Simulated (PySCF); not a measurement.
## Unknown compound

Molecular formula: CH$_{7}$OPSi. Simulated spectra:

¹H NMR (400 MHz, computed): δ 5.50 (m, 2H), 3.78 (s, 3H), 0.88 (m, 2H).

¹³C{¹H} NMR (computed): δ 53.1.

Theoretical values (PySCF 2.14): structure optimised with GFN2-xTB, NMR shieldings at PBE0/pcSseg-1/GIAO. Non-relativistic Hamiltonian, no solvent model, fast rotation and ring inversion assumed for equivalent nuclei, single conformer.

References, each an isolated molecule treated in the same way: TMS for ¹H and ¹³C.

Question: What is the structure?

Answer: 
- Carbon types of the structure: 1 × CH3, leaving 4 H on heteroatoms.
- δC 53.1: methyl carbon bonded to O; the inductive effect lowers its shielding.
- δH 5.50: hydrogen on a silicon bonded to O, P.
- δH 3.78: hydrogen on a methyl carbon bonded to O; its carbon carries O, hence the downfield position.
- δH 0.88: hydrogen on a phosphorus bonded to Si.

Structure: `InChI=1S/CH7OPSi/c1-2-4-3/h3-4H2,1H3`.

Splittings by ³¹P in the carbon and heteronuclear signals aren't shown, as no couplings were computed. Shifts are as computed. Against solution values, carbons near 30 ppm lie about +3 ppm off and those near 130 ppm about +5 ppm. Of 1211 compounds with measured shifts, 218 miss one by over three times the rms of a fit or turn the order of signals round; such compounds aren't used in these exercises. Multiplicities follow the n + 1 count of equivalent neighbours, as no J values were calculated; m marks all less simple cases, F and P coupling included.
